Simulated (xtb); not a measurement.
xtb input (GFN2-xTB):

```bash
xtb mol.xyz --gfn 2 --ohess tight --chrg -1 --uhf 0
```
mol.xyz:
```
9

C     -1.63879951     0.17648720    -0.07615467
N     -0.45683037    -0.49914316    -0.36115447
Si     1.10628345     0.08799984     0.38151071
H     -1.74874314     1.17178090    -0.56625291
H     -1.70873263     0.36656515     1.00649948
H     -2.57189042    -0.39844787    -0.36373780
H     -0.37184974    -0.65051007    -1.36893389
H      2.02637335    -0.94548355    -0.27805213
H      1.54275310     1.19593034    -0.58653327
```

Output:

```
           -------------------------------------------------
          |                Calculation Setup                |
           -------------------------------------------------

           -------------------------------------------------
          |                 G F N 2 - x T B                 |
           -------------------------------------------------

        Reference                      10.1021/acs.jctc.8b01176
      * Hamiltonian:
        H0-scaling (s, p, d)           1.850000    2.230000    2.230000
        zeta-weighting                 0.500000
      * Dispersion:
        s8                             2.700000
        a1                             0.520000
        a2                             5.000000
        s9                             5.000000
      * Repulsion:
        kExp                           1.500000    1.000000
        rExp                           1.000000
      * Coulomb:
        alpha                          2.000000
        third order                    shell-resolved
        anisotropic                    true
        a3                             3.000000
        a5                             4.000000
        cn-shift                       1.200000
        cn-exp                         4.000000
        max-rad                        5.000000

          ...................................................
          :                      SETUP                      :
          :.................................................:
          :  # basis functions                  24          :
          :  # atomic orbitals                  23          :
          :  # shells                           13          :
          :  # electrons                        20          :
          :  max. iterations                   250          :
          :  Hamiltonian                  GFN2-xTB          :
          :  restarted?                      false          :
          :  GBSA solvation                  false          :
          :  PC potential                    false          :
          :  electronic temp.          300.0000000     K    :
          :  accuracy                    1.0000000          :
          :  -> integral cutoff          0.2500000E+02      :
          :  -> integral neglect         0.1000000E-07      :
          :  -> SCF convergence          0.1000000E-05 Eh   :
          :  -> wf. convergence          0.1000000E-03 e    :
          :  Broyden damping             0.4000000          :
          :  net charge                         -1          :
          :  unpaired electrons                  0          :
          ...................................................

 iter      E             dE          RMSdq      gap      omega  full diag
   1     -9.9530746 -0.995307E+01  0.889E+00    3.60       0.0  T
   2    -10.0463804 -0.933059E-01  0.769E+00    3.68       1.0  T
   3    -10.0497763 -0.339589E-02  0.512E+00    3.75       1.0  T
   4    -10.0509073 -0.113098E-02  0.118E+00    3.81       1.0  T
   5    -10.0510415 -0.134226E-03  0.362E-01    3.80       1.0  T
   6    -10.0510749 -0.333768E-04  0.102E-01    3.79       1.0  T
[...]
     2   7 N        3  14 Si                                      1.7831636 (max)
     1   6 C        4   1 H                                       1.1151522
     1   6 C        5   1 H                                       1.0931473
Molecule has no symmetry elements
It seems to be the C1 point group
     1   6 C        6   1 H                                       1.1064524
     2   7 N        7   1 H                                       1.0208863 (min)
     3  14 Si       8   1 H                                       1.5073189

 * 5 distinct bonds (by element types)

   Z      Z             #   av. dist./Å        max./Å        min./Å
   1 H    6 C           3     1.1049173     1.1151522     1.0931473
   1 H    7 N           1     1.0208863     1.0208863     1.0208863
   6 C    7 N           1     1.4153699     1.4153699     1.4153699
   1 H   14 Si          1     1.5073189     1.5073189     1.5073189
   7 N   14 Si          1     1.7831636     1.7831636     1.7831636

           -------------------------------------------------
          |               Frequency Printout                |
           -------------------------------------------------
 projected vibrational frequencies (cm⁻¹)
eigval :       -0.00    -0.00    -0.00     0.00     0.00     0.00
eigval :      161.72   216.97   305.07   628.48   692.71   702.21
eigval :      780.36   904.90  1063.42  1128.53  1155.38  1386.92
eigval :     1425.63  1503.32  1538.68  1552.47  1709.98  2631.75
eigval :     2778.69  2953.01  3230.59
 reduced masses (amu)
   1: 14.15   2: 21.36   3: 20.59   4: 16.96   5: 10.26   6: 11.01   7:  4.00   8:  3.25
   9: 11.62  10: 10.36  11:  6.85  12:  3.28  13:  5.64  14:  2.22  15:  2.93  16:  5.82
  17: 10.38  18:  3.82  19:  2.53  20:  1.64  21:  1.58  22:  1.73  23:  1.77  24:  1.74
  25:  1.54  26:  1.61  27:  1.83
 IR intensities (km·mol⁻¹)
   1:  8.14   2: 19.37   3: 20.08   4: 14.66   5:  2.11   6:  2.13   7:  2.56   8:  0.08
   9:  3.67  10: 72.97  11:145.51  12: 95.87  13:184.88  14:382.42  15: 19.01  16: 44.55
  17: 74.54  18: 11.33  19: 21.04  20: 27.38  21:147.60  22:999.98  23:******  24:229.05
  25:264.39  26: 91.08  27:177.18
 Raman intensities (Ä⁴*amu⁻¹)
   1:  0.00   2:  0.00   3:  0.00   4:  0.00   5:  0.00   6:  0.00   7:  0.00   8:  0.00
   9:  0.00  10:  0.00  11:  0.00  12:  0.00  13:  0.00  14:  0.00  15:  0.00  16:  0.00
  17:  0.00  18:  0.00  19:  0.00  20:  0.00  21:  0.00  22:  0.00  23:  0.00  24:  0.00
  25:  0.00  26:  0.00  27:  0.00
 output can be read by thermo (or use thermo option).
 writing <g98.out> molden fake output.
 recommended (thermochemical) frequency scaling factor: 1.0
           -------------------------------------------------
          |             Thermodynamic Functions             |
           -------------------------------------------------

c1  symmetry found (for desy threshold:  0.10E+00) used in thermo

          ...................................................
          :                      SETUP                      :
          :.................................................:
          :  # frequencies                          21      :
          :  # imaginary freq.                       0      :
          :  linear?                             false      :
          :  only rotor calc.                    false      :
          :  symmetry                               c1      :
          :  rotational number                       1      :
          :  scaling factor                  1.0000000      :
          :  rotor cutoff                   50.0000000 cm⁻¹ :
          :  imag. cutoff                  -20.0000000 cm⁻¹ :
          :.................................................:

    mode    ω/cm⁻¹     T·S(HO)/kcal·mol⁻¹    T·S(FR)/kcal·mol⁻¹   T·S(vib)
   ------------------------------------------------------------------------
       1    161.72    -0.75418 ( 99.09%)    -0.70834 (  0.91%)    -0.75376
       2    216.97    -0.59159 ( 99.72%)    -0.62140 (  0.28%)    -0.59167
   ------------------------------------------------------------------------

   temp. (K)  partition function   enthalpy   heat capacity  entropy
                                   cal/mol     cal/K/mol   cal/K/mol   J/K/mol
 298.15  VIB   4.39                 1369.231     10.427      7.533
         ROT  0.288E+05              888.752      2.981     23.384
Note: The following floating-point exceptions are signalling: IEEE_UNDERFLOW_FLAG IEEE_DENORMAL
normal termination of xtb
         INT  0.126E+06             2257.983     13.408     30.917
         TR   0.451E+27             1481.254      4.968     38.185
         TOT                        3739.2374    18.3760    69.1021   289.1234

       T/K    H(0)-H(T)+PV         H(T)/Eh          T*S/Eh         G(T)/Eh
   ------------------------------------------------------------------------
    298.15    0.595885E-02    0.707745E-01    0.328327E-01    0.379419E-01
   ------------------------------------------------------------------------

         :::::::::::::::::::::::::::::::::::::::::::::::::::::
         ::                  THERMODYNAMIC                  ::
         :::::::::::::::::::::::::::::::::::::::::::::::::::::
         :: total free energy          -9.922853686466 Eh   ::
         ::.................................................::
         :: total energy               -9.960795568246 Eh   ::
         :: zero point energy           0.064815688051 Eh   ::
         :: G(RRHO) w/o ZPVE           -0.026873806271 Eh   ::
         :: G(RRHO) contrib.            0.037941881780 Eh   ::
         :::::::::::::::::::::::::::::::::::::::::::::::::::::

optimized geometry written to: xtbopt.xyz

           -------------------------------------------------
          | TOTAL ENERGY               -9.960795568246 Eh   |
          | TOTAL ENTHALPY             -9.890021026119 Eh   |
          | TOTAL FREE ENERGY          -9.922853686466 Eh   |
          | GRADIENT NORM               0.000259810254 Eh/α |
          | HOMO-LUMO GAP               3.891089558506 eV   |
           -------------------------------------------------

------------------------------------------------------------------------
------------------------------------------------------------------------
 total:
 SCF:
 ANC optimizer:
 analytical hessian:
```

It need not be the lowest isomer of its formula. Whether it binds its extra electron was not tested at this geometry.
